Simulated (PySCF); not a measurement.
# Ionisation energy of Yb³⁸⁺ by level of theory

Yb³⁸⁺ [Ar] 3d10 4s2 4p2 (3P) → Yb³⁹⁺ [Ar] 3d10 4s2 4p1 (2P), as a difference of total energies. Calculation: PySCF 2.14, in an uncontracted even-tempered set (17 s from 3.7 bohr⁻², ratio 2.5; 12 p from 4.8 bohr⁻², ratio 2.5; 8 d from 8.6 bohr⁻², ratio 2.5; 4 f from 25 bohr⁻², ratio 2.7; 4 g from 37 bohr⁻², ratio 2.7); no relativity, point nucleus. Correlated levels: outer shells: [Ne] frozen; virtual orbitals above 40 to 60 times the deepest correlated orbital energy dropped. The calculations carry no spin-orbit coupling.

```
                method  ionisation energy (eV)
                   UHF                  1703.6
                   LDA                  1706.0
                   PBE                  1705.4
                  PBE0                  1705.3
                r2SCAN                  1705.5
                B2PLYP                  1705.3
                  PW91                  1705.9
    MP2 (outer shells)                  1704.8
SCS-MP2 (outer shells)                  1704.5
```

Spin-orbit coupling is strong in these open shells (close to jj coupling). The scalar numbers leave it out and a first-order estimate fails, so it can dominate the gap to the real levels.

The gap to the reference is mostly relativistic.

For comparison: 1789 ± 4 eV (theoretical estimate listed by NIST; NIST Atomic Spectra Database, ionization energies).
